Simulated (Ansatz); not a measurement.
The cluster Ba₅S₅⁺, relaxed as a doublet with UKS PBE-D4/def2-SVP in Ansatz, starting from the GFN1-xTB geometry. Force threshold 0.03 eV/Å.

In the def2 sets Ba takes a core potential; there is no spin–orbit coupling. The relaxation made no stability test and no search for a lower SCF solution. Another isomer (doublet) lies 0.66 eV lower at PBE0-D4/def2-TZVP; other spin states weren't run for this one.

Start:

Cartesian coordinates in Å:
```
Ba 0.0947 -0.8175 -2.0583
Ba 0.9809 4.0792 -2.1017
Ba -1.5099 1.2390 0.9980
Ba -0.3225 -2.6806 1.6254
Ba 2.5558 0.0647 1.2778
S -2.5366 0.2116 -1.4916
S -2.1637 -1.4570 -0.1679
S 0.9775 1.6899 -0.6323
S 1.7572 -2.1936 -0.2478
S 0.1666 -0.1356 2.7984
```

| step | energy (eV) | largest force component (eV/Å) | SCF passes |
| --- | --- | --- | --- |
| 1 | -57617.1750 | 1.481 | 29 |
| 2 | -57617.5847 | 0.440 | 25 |
| 3 | -57617.6529 | 0.181 | 28 |
| 4 | -57617.6574 | 0.286 | 27 |
| 5 | -57617.6728 | 0.086 | 26 |
| 6 | -57617.6811 | 0.044 | 27 |
| 7 | -57617.6820 | 0.018 | 23 |

Force components are those of the run's own axes.

End:

Cartesian coordinates in Å:
```
Ba 0.052 -0.878 -2.171
Ba 1.344 4.228 -2.077
Ba -1.649 1.266 1.070
Ba -0.297 -2.802 1.698
Ba 2.623 0.198 1.247
S -2.753 0.083 -1.504
S -2.217 -1.507 -0.169
S 0.873 1.778 -0.721
S 1.808 -2.186 -0.202
S 0.216 -0.180 2.830
```

By distances, no bond broke or formed. The bond that changes most is Ba3–S6, from 2.88 to 3.04 Å (atoms count from 1).

No frequencies were taken in this run, so the end may be a saddle point.

Run time 1.7 min (4 threads of Arm Neoverse V1 on a shared host), peak host memory 0.61 GiB.
